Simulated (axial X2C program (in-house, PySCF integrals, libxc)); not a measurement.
## Spin–orbit effects along a row: molecules with Si (ions), PBE0

Computed with an in-house all-electron X2C program for linear molecules (integrals from PySCF), spin-free (one-electron X2C) or two-component (2c: spin–orbit coupling with atomic mean-field Coulomb and Gaunt terms, which also bring small scalar terms), in Dyall basis sets with cores contracted in-house; open shells are unrestricted.

Basis sets: As dyall-acv3z, Br dyall-acv3z, Cr dyall-acv3z, Ga dyall-acv3z, Ge dyall-acv3z, K dyall-acv3z, Mn dyall-acv3z, Se dyall-acv3z, Si dyall-av3z, Ti dyall-acv3z.

```json
{"molecule": "KSi⁻", "spin-free state": "M_S = 1, Λ = 0", "Re (Å)": "3.244", "ωe (cm⁻¹)": "151.0", "De (eV)": "0.97", "2c state": "Ω = 1", "Re 2c (Å)": "3.244", "ωe 2c (cm⁻¹)": "150.9", "De 2c (eV)": "0.97"}
{"molecule": "TiSi⁻", "spin-free state": "M_S = 1/2, Λ = 0", "Re (Å)": "2.319", "ωe (cm⁻¹)": "295.0", "De (eV)": "1.92", "2c state": "Ω = 1/2", "Re 2c (Å)": "2.319", "ωe 2c (cm⁻¹)": "295.2", "De 2c (eV)": "n/a"}
{"molecule": "CrSi⁻", "spin-free state": "M_S = 3/2, Λ = 0", "Re (Å)": "2.407", "ωe (cm⁻¹)": "275.6", "De (eV)": "1.60", "2c state": "Ω = 3/2", "Re 2c (Å)": "2.408", "ωe 2c (cm⁻¹)": "275.3", "De 2c (eV)": "1.60"}
{"molecule": "MnSi⁻", "spin-free state": "M_S = 1, Λ = 0", "Re (Å)": "2.426", "ωe (cm⁻¹)": "264.6", "De (eV)": "n/a", "2c state": "Ω = 1", "Re 2c (Å)": "2.426", "ωe 2c (cm⁻¹)": "264.5", "De 2c (eV)": "n/a"}
{"molecule": "GaSi⁻", "spin-free state": "M_S = 1, Λ = 0", "Re (Å)": "2.428", "ωe (cm⁻¹)": "318.6", "De (eV)": "2.24", "2c state": "Ω = 1", "Re 2c (Å)": "2.428", "ωe 2c (cm⁻¹)": "318.2", "De 2c (eV)": "n/a"}
{"molecule": "SiGe⁻", "spin-free state": "M_S = 1/2, Λ = 1", "Re (Å)": "2.234", "ωe (cm⁻¹)": "446.6", "De (eV)": "3.50", "2c state": "Ω = 3/2", "Re 2c (Å)": "2.234", "ωe 2c (cm⁻¹)": "445.6", "De 2c (eV)": "n/a"}
{"molecule": "SiAs⁻", "spin-free state": "M_S = 0, Λ = 0", "Re (Å)": "2.101", "ωe (cm⁻¹)": "553.9", "De (eV)": "4.58", "2c state": "Ω = 0", "Re 2c (Å)": "2.101", "ωe 2c (cm⁻¹)": "553.3", "De 2c (eV)": "4.57"}
{"molecule": "SiSe⁻", "spin-free state": "?", "Re (Å)": "?", "ωe (cm⁻¹)": "?", "De (eV)": "?", "2c state": "?", "Re 2c (Å)": "?", "ωe 2c (cm⁻¹)": "?", "De 2c (eV)": "?"}
{"molecule": "SiBr⁻", "spin-free state": "M_S = 1, Λ = 0", "Re (Å)": "2.420", "ωe (cm⁻¹)": "289.9", "De (eV)": "1.92", "2c state": "Ω = 1", "Re 2c (Å)": "2.421", "ωe 2c (cm⁻¹)": "289.4", "De 2c (eV)": "1.92"}
```

Problem. Estimate the 2c Re and ωe of SiSe⁻ as the mean of its neighbours in the table.

Solution. Re ≈ 2.261 Å, ωe ≈ 421.3 cm⁻¹. The PBE0 runs give the row below, so the estimate misses by 0.090 Å and -52.7 cm⁻¹.

```tsv
molecule	spin-free state	Re (Å)	ωe (cm⁻¹)	De (eV)	2c state	Re 2c (Å)	ωe 2c (cm⁻¹)	De 2c (eV)
SiSe⁻	M_S = 1/2, Λ = 1	2.169	475.3	4.17	Ω = 1/2	2.171	474.0	4.17
```

Fragments in 2c: K + Si-, Ti + Si-, Cr + Si-, Mn- + Si, Ga + Si-, Ge + Si-, As + Si-, Se- + Si, Br- + Si. Each entry is the lowest single determinant of a limited PBE0 search at one distance. De goes to single-determinant-based atoms at the same level (for ions the charge split of lowest energy) and is withheld (n/a) where an atom does not fit its ground term or J level. Main or longest-lived isotopes. One determinant is a doubtful description, or other states lie close, for KSi⁻, TiSi⁻, CrSi⁻, MnSi⁻, GaSi⁻, SiGe⁻, SiBr⁻; these need not be ground states, and all values refer to the states named. Some open-shell Ω = 0 determinants are out of reach, so the Ω given for KSi⁻, MnSi⁻, GaSi⁻, SiBr⁻ need not be the lowest component. With several unpaired electrons the Ω given is that of one determinant, not necessarily of the lowest component. Some light 2c atoms are not at their ground J level, so De misses part of their lowering (0.04 eV or less). The functionals have no current term, which raises determinants with orbital currents.
